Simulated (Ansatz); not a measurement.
These are frozen-core CCSD(T)/cc-pVTZ // PBE0-D4/def2-TZVP (Ansatz, a first-principles code) values and carry that method's errors.

Ansatz 0.2 input:
```yaml
crystal:
  periodic: [false, false, false]
  atoms:
    - { symbol: O, position_ang: [-0.179884, 1.595714, -0.236541] }
    - { symbol: Si, position_ang: [-0.010657, -0.02142, -0.430559] }
    - { symbol: O, position_ang: [-1.288477, -0.713047, 0.335045] }
    - { symbol: O, position_ang: [1.340194, -0.647838, 0.275106] }
    - { symbol: H, position_ang: [-0.843587, 1.879428, 0.39843] }
    - { symbol: H, position_ang: [-1.198842, -1.64003, 0.565086] }
    - { symbol: H, position_ang: [2.181253, -0.452807, -0.142443] }
basis:
  gaussian: { orbitals: cc-pVTZ }
correlation:
  method: ccsd_t
magnetization:
  spin_polarized: true
  initial_magnetization: 1
```

Output:

```
Functional definition: HF
988 factors; integrals over basis functions are off by at most 1.3e-3 eV
mean field evaluation 1: about -14021.7309 eV, gradient 3.8e1 eV
mean field evaluation 2: about -14021.7489 eV, gradient 3.9e1 eV
mean field evaluation 4: about -14027.1291 eV, gradient 2.7e0 eV
mean field evaluation 8: about -14027.2340 eV, gradient 1.9e-1 eV
mean field evaluation 16: about -14027.1966 eV, gradient 7.6e-1 eV
mean field -14027.23451085 eV, -515.4913602727 hartree, gradient 2.2e-6 eV, S^2 0.753165; 0 other end points of the search recorded, 0 dependent functions left out
8 core orbitals not correlated
reference -14027.23451085 eV, -515.4913602727 hartree; 13, 12 occupied and 145, 146 virtual orbitals, 988 factors
second order -22.30286851 eV of doubles, -0.00000000 eV of singles
cycle   1  -22.01133568 eV  change    2.9e-1 eV  update   9.3e-2
cycle   2  -22.47436523 eV  change   -4.6e-1 eV  update   2.7e-2
cycle   3  -22.58406820 eV  change   -1.1e-1 eV  update   1.6e-2
cycle   4  -22.56992424 eV  change    1.4e-2 eV  update   4.6e-3
cycle   5  -22.56775323 eV  change    2.2e-3 eV  update   2.5e-3
cycle   6  -22.56891550 eV  change   -1.2e-3 eV  update   8.0e-4
cycle   7  -22.56886041 eV  change    5.5e-5 eV  update   3.3e-4
cycle   8  -22.56889566 eV  change   -3.5e-5 eV  update   1.1e-4
cycle   9  -22.56891998 eV  change   -2.4e-5 eV  update   4.5e-5
cycle  10  -22.56890359 eV  change    1.6e-5 eV  update   1.6e-5
perturbative correction -0.80044944 eV, -0.0294159745 hartree
Total energy: -14050.60386388 eV, -516.3501681564 hartree
```

Cost: around 5 core-minutes (rough).
